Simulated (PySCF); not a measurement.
Compound: C6H13GeN.
Structure used (PBE0-D3(BJ)/def2-SVP), in Å, numbered top down from 1:
```xyz
21
C6H13GeN angstrom
C     -3.2350    1.1015   -0.3778
N     -2.3931    0.3386    0.5114
Ge    -1.0422   -0.7286   -0.1235
C     -0.1381   -1.6104    1.3781
C      1.2146   -0.9583    1.3750
C      1.5820   -0.1082    0.3963
C      2.9218    0.5566    0.3488
C      0.6044    0.1865   -0.7167
H     -3.5444    0.4722   -1.2290
H     -4.1629    1.4178    0.1293
H     -2.7679    2.0128   -0.8058
H     -2.1552    0.8450    1.3589
H     -1.6930   -1.6260   -1.1949
H     -0.0700   -2.7025    1.2318
H     -0.6813   -1.4619    2.3267
H      1.9196   -1.1862    2.1839
H      3.4568    0.2957   -0.5805
H      3.5545    0.2719    1.2022
H      2.8159    1.6550    0.3474
H      0.9735   -0.2009   -1.6831
H      0.4617    1.2725   -0.8530
```

Method used: PySCF, TDDFT B3LYP/def2-SVPD, vertical, gas phase, core orbitals frozen in the response. The B3LYP/def2-SVPD calculation is non-relativistic and has no spin–orbit coupling, an omission that weighs most on germanium.

Transition dipole moments from the ground state, in atomic units and in the frame of the coordinates above (overall signs are arbitrary), for the states with f of 0.002 or more among the lowest 8:

```csv
state,E (eV),μx,μy,μz
S1,5.468,-0.323,0.026,-0.013
S2,5.663,-0.005,0.034,-0.123
S3,5.893,-0.047,-0.113,0.081
S5,6.126,0.286,-0.203,0.119
S6,6.337,-0.222,-0.061,-0.173
S7,6.396,-0.054,-0.132,0.081
S8,6.558,-0.187,-0.161,0.165
```

(1) Work out the oscillator strengths.

(2) Which bond between heavy atoms lies closest to the direction of the S5 transition dipole?

(3) What angle do the transition dipoles of S5 and S6 make?

## Answers

(1) f = (2/3) ΔE |μ|² with ΔE in hartree (27.2114 eV).

```json
{"state": "S1", "|μ|² (au)": "0.105", "|μ| (D)": "0.83", "f": "0.014"}
{"state": "S2", "|μ|² (au)": "0.016", "|μ| (D)": "0.32", "f": "0.002"}
{"state": "S3", "|μ|² (au)": "0.021", "|μ| (D)": "0.37", "f": "0.003"}
{"state": "S5", "|μ|² (au)": "0.138", "|μ| (D)": "0.94", "f": "0.021"}
{"state": "S6", "|μ|² (au)": "0.083", "|μ| (D)": "0.73", "f": "0.013"}
{"state": "S7", "|μ|² (au)": "0.027", "|μ| (D)": "0.42", "f": "0.004"}
{"state": "S8", "|μ|² (au)": "0.088", "|μ| (D)": "0.75", "f": "0.014"}
```

(2) C1–N2, at 20° from it; next Ge3–C4 and C6–C8 at 32°.

(3) |cos θ| = |μa·μb| / (|μa| |μb|) = 0.67, so θ ≈ 48° (taken between 0 and 90°, since the signs are arbitrary).

All these states lie below the vertical ionisation energy of 8.10 eV (ΔSCF).

Time: 3.6 min of wall time; peak memory 1.2 GiB. Hardware: an Arm Neoverse V2 with one thread, shared host with 32 logical CPUs at a one-minute load of 10.

One conformer stands for the species.
